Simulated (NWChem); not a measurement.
# C6H11, doublet; SMILES C1C[CH]CCC1

```xyz
17

C      1.3421    -0.4748     0.2703
C      1.1316     0.8769    -0.3164
C     -0.2297     1.4905     0.0766
C     -1.3169     0.4284     0.3202
C     -1.0241    -0.8770    -0.4134
C      0.2676    -1.4988     0.1204
H      2.3198    -0.7686     0.6627
H      1.9532     1.5592    -0.0497
H      1.1694     0.7994    -1.4247
H     -0.1086     2.1003     0.9858
H     -0.5487     2.1870    -0.7161
H     -2.3051     0.8237     0.0364
H     -1.3784     0.2032     1.3994
H     -1.8621    -1.5832    -0.3024
H     -0.9293    -0.6812    -1.4961
H      0.5978    -2.3279    -0.5392
H      0.0686    -1.9831     1.0976
```
Atoms are numbered in this order, from 1.

Program: NWChem. Spin-unrestricted. Medium grid unless said otherwise, to which SCAN and Minnesota functionals are sensitive. Coordinates come from a PBE0/def2-SVP, spin-unrestricted optimisation. No frequency run checked for a minimum. No stability test was run on the SCF state. Total energies of different functionals are on different scales.

| level | energy (Ha) | highest occupied level (eV) | lowest empty minus highest occupied level, either spin (eV) | dipole (D) | <S²> |
|---|---|---|---|---|---|
| B3LYP/def2-SVP | -235.0391 | -4.85 | 3.89 | 0.20 | 0.754 |
| PBE/def2-SVP | -234.7018 | -3.78 | 2.01 | 0.22 | 0.753 |
| CAM-B3LYP/def2-SVP | -234.8903 | -6.47 | 7.02 | 0.20 | 0.754 |
| HCTH/407/def2-SVP | -235.0483 | -4.01 | 2.22 | 0.20 | 0.755 |
| PBE0/def2-SVP | -234.7540 | -5.17 | 4.62 | 0.20 | 0.755 |
| N12/def2-SVP | -235.0131 | -3.60 | 2.01 | 0.20 | 0.755 |
| BHandHLYP/def2-SVP | -234.8849 | -6.38 | 7.01 | 0.17 | 0.756 |
| M06-2X/def2-SVP | -234.9043 | -6.20 | 6.67 | 0.18 | 0.755 |
| MN15-L/def2-SVP | -234.7437 | -4.03 | [?] | 0.16 | 0.757 |
| MN15/def2-SVP | -234.6797 | -5.57 | 5.59 | 0.20 | 0.755 |

Task: Some entries are withheld; supply them.

Result: 
- MN15-L/def2-SVP, lowest empty minus highest occupied level, either spin (eV): 3.17
